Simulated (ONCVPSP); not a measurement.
## Before and after: ONCV potential for thulium (Tm)

- Element: Tm
- Generator: ONCVPSP 4.0.1
- Type: optimised norm-conserving Vanderbilt (ONCV)
- Functional: PBEsol
- Relativity: scalar-relativistic
- Frozen core: [Kr] 4d10 4f12
- Valence charge: 11
- Reference configuration: 5s2 5p6 5d1 6s2
- Partial waves: 5s+6s: rc 2.00 bohr, ncon 4, nbas 7, qcut 4.7 1/bohr, 3 projectors, debl 3.5 Ha; 5p: rc 1.70 bohr, ncon 4, nbas 9, qcut 6.5 1/bohr, 3 projectors, debl 3.3 Ha; 5d: rc 3.25 bohr, ncon 5, nbas 9, qcut 5.6 1/bohr, 2 projectors, debl 3 Ha
- Local potential: polynomial inside 1.20 bohr (lpopt 5, dvloc0 4 Ha)
- Core correction: Teter function, fcfact 1.75, rcfact 1.75

Change: core correction Teter function fitted to the true core (icmod 2), fcfact 0.5.

Cutoffs: the cutoffs (Ha) at which the residual kinetic energy of the hardest occupied pseudo-wave falls to 1 and 0.1 mHa per electron; they do not see the model core or the augmentation charge, which bear on the density cutoff. Errors are all-electron minus pseudo energies relative to the spin-unpolarised reference configuration.

Problem. How do hardness, ghosts and transferability respond?

Solution. The potential gets neither clearly harder nor softer (16 Ha and 25 Ha → 16 Ha and 25 Ha); of the 3 tests that both files solve, the error grows in 0 and shrinks in 2 by more than 15 % and 0.3 meV (median size 3.0 → 1.8 meV); neither file shows a bound ghost. A model core, the more so a compact one, raises the density cutoff, which this test does not measure.

| quantity | base | changed |
| --- | --- | --- |
| cutoff, loose | 16 Ha | 16 Ha |
| cutoff, tight | 25 Ha | 25 Ha |
| bound ghosts | none | none |
| GHOST(+) flags under 300 eV | s at 261.2 eV | s at 261.2 eV |
| tests counted as reliable (solved cleanly; for ONCVPSP, near-neutral configurations with less than one 5d electron left out) | 3 of 4 | 3 of 4 |
| error for 5s2 5p6 5d1 6s1, meV [ΔE 7.17 eV] | -3.0 | -1.8 |
| error for 5s2 5p6 5d1 6s0, meV [ΔE 20.05 eV] | -11 | +7.3 |
| error for 5s2 5p6 5d1 6s1.5, meV [ΔE 2.91 eV] | -0.9 | -0.8 |
| s: phases at 2.03 bohr within 0.05 rad from the reference energy up to (Ha; the scan ends near 5) | to the end of the scan | to the end of the scan |
| p: phases at 1.73 bohr within 0.05 rad from the reference energy up to (Ha; the scan ends near 5) | to the end of the scan | to the end of the scan |
| d: phases at 3.30 bohr within 0.05 rad from the reference energy up to (Ha; the scan ends near 5) | to the end of the scan | to the end of the scan |
| rms error of d²Exc/dni dnj with the model core, mHa | 1.47 | 0.65 |
